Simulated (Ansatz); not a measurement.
Species, as SMILES: [AsH2] (AsH2), doublet.
Atoms: As1, H2, H3. Bonds: As1-H2, As1-H3.

Basis-set convergence of the harmonic zero-point energy at MP2 with Ansatz (a program for electronic structure). Each level at its own minimum, finite differences of forces, unscaled; the reference is a large set that could be run, not a limit. Cartesian d functions, on some or all atoms, in 6-31G*; all else is spherical. Cores are frozen (with 3d on Ga to Br). Open shells are unrestricted. No added dispersion term, no relativity. Reference: the value in pcseg-3, 7.92 kcal/mol, itself unsure by roughly 0.02 kcal/mol (its mean distance from cc-pVQZ, aug-pcseg-2, aug-cc-pVTZ). Deviations are taken from unrounded values.

```
basis        functions  harmonic zero-point energy (kcal/mol)  minus reference (kcal/mol)
-----------  ---------  -------------------------------------  --------------------------
def2-SV(P)          36                                   7.89                       -0.03
pcseg-1             37                                   7.96                        0.03
6-31G*              39                                   7.91                       -0.01
def2-SVP            42                                   8.05                        0.12
aug-cc-pVDZ         54                                   7.91                       -0.01
6-311G**            56                                   8.01                        0.08
def2-TZVP           60                                   7.98                        0.05
cc-pVTZ             71                                   7.95                        0.02
pcseg-2             71                                   7.96                        0.03
def2-TZVPP          76                                   7.93                        0.01
aug-cc-pVTZ        105                                   7.93                        0.00
aug-pcseg-2        105                                   7.95                        0.02
def2-QZVP          135                                   7.95                        0.02
```
